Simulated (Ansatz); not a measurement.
Be4S4⁺, relaxed as a doublet with UKS PBE-D4/def2-SVP in Ansatz, starting from the GFN1-xTB geometry. Force threshold 0.02 eV/Å.

Another isomer (doublet) lies 0.12 eV lower at PBE0-D4/def2-TZVP; other spin states weren't run for this one.

Start:

```xyz
8

Be   -0.178    1.060    1.528
Be   -0.385   -1.309    0.389
Be   -0.983    0.562   -0.863
Be    1.496   -1.115   -0.898
S     1.512    0.125    0.744
S    -1.812    0.022    0.958
S    -0.283   -1.185   -1.682
S     0.632    1.841   -0.176
```

Estimate the energy that the relaxation releases and the steps that it takes.

246.7 kJ/mol, in 13 steps; 17 s on 4 threads of Intel Xeon Platinum 8488C on a shared host. No frequencies were taken in this run, so the end may be a saddle point.

Does the start keep its bonding and symmetry?

Bonds lost: S5–S8 (atoms count from 1). The end is the same structure that another start reached.

Predict the relaxed structure.


```
atom   x (Å)   y (Å)   z (Å)
 Be1   0.279   0.885   1.105
 Be2  -0.372  -1.253   0.437
 Be3  -0.974   0.553  -0.912
 Be4   1.415  -0.667  -0.767
  S5   1.565  -0.741   1.190
  S6  -1.714   0.194   1.031
  S7  -0.227  -1.218  -1.696
  S8   0.028   2.247  -0.388
```
Bond lengths (bridged metal pairs left out): 11 × Be–S 1.96 to 2.14 Å.
